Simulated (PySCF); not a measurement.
C₅H₁₂ClNSi.
SMILES with atom numbers: `[CH3:1][N:2]([SiH2:3][Cl:4])[CH:5]1[CH2:6][CH2:7][CH2:8]1` (hydrogens: H9, H10, H11 on C1; H12, H13 on Si3; H14 on C5; H15, H16 on C6; H17, H18 on C7; H19, H20 on C8)

Method used: PBE0-D3(BJ)/def2-SVP geometry optimisation, gas phase in PySCF 2.14.0.

Problem. List the bond lengths, angles and torsions at this level.

Solution. 
```
                 bond  length (Å)
                C1–N2       1.446
               N2–Si3       1.717
              Si3–Cl4       2.096
                N2–C5       1.441
                C5–C6       1.548
         C6–C7, C7–C8       1.540
                C5–C8       1.538
C1–H9, C1–H10, C1–H11       1.104
     Si3–H12, Si3–H13       1.486
               C5–H14       1.108
       C6–H15, C8–H19       1.100
       C6–H16, C8–H20       1.102
               C7–H17       1.099
               C7–H18       1.101
```

Bonds in one row agree within 0.01 Å and their mean is given. A selection of angles:
```
      angle  degrees
   N2–C1–H9    112.4
  H9–C1–H10    107.5
  C1–N2–Si3    121.5
   C1–N2–C5    113.5
  Si3–N2–C5    123.2
 N2–Si3–Cl4    113.8
 N2–Si3–H12    107.1
 N2–Si3–H13    111.6
Cl4–Si3–H12    106.8
Cl4–Si3–H13    105.1
H12–Si3–H13    112.4
   N2–C5–C6    120.2
  N2–C5–H14    108.8
   C6–C5–C8     88.1
  C6–C5–H14    108.6
   C5–C6–C7     87.5
  C5–C6–H15    118.7
  C5–C6–H16    109.7
  C7–C6–H15    118.8
  C7–C6–H16    111.2
 H15–C6–H16    109.3
   C6–C7–C8     88.3
  C6–C7–H17    117.8
  C6–C7–H18    111.8
 H17–C7–H18    108.5
  C7–C8–H20    109.8
  C5–C8–H19    118.3
  C5–C8–H20    111.2
```

Dihedral angles: C1–N2–Si3–Cl4 92° (anticlinal); C1–N2–C5–C6 -66° (synclinal); N2–C5–C6–C7 -146° (anticlinal); C5–C6–C7–C8 21° (synperiplanar); C6–C7–C8–C5 -22° (synperiplanar); N2–C5–C8–C7 146° (anticlinal). The mirror-image conformer, all signs reversed, is as good.

Si3 (chlorine-bound silicon) is distorted tetrahedral (angles from 105.1° to 113.8°). N2 (silicon-bound nitrogen) is almost planar (angles 123.2°, 121.5° and 113.5°, sum 358.1°, 0.12 Å off the plane of its three neighbours). Of the pairs four or more bonds apart, Si3···H20 is among the closest relative to their van der Waals radii: 2.75 Å, 83 % of the sum of Bondi's values. The 4-membered ring C5–C6–C7–C8 has internal angles of 87.5° to 88.3°; it is puckered, 0.15 Å rms from its mean plane, widest ring torsion 22°.

Point group: C1 (no symmetry element, even within 0.4 Å). PBE0-D3(BJ)/def2-SVP frequencies: not computed here. The numbers are those of one conformer.

Rough CPU time on one thread of a shared machine: about 4 min. These figures are those of the optimisation.
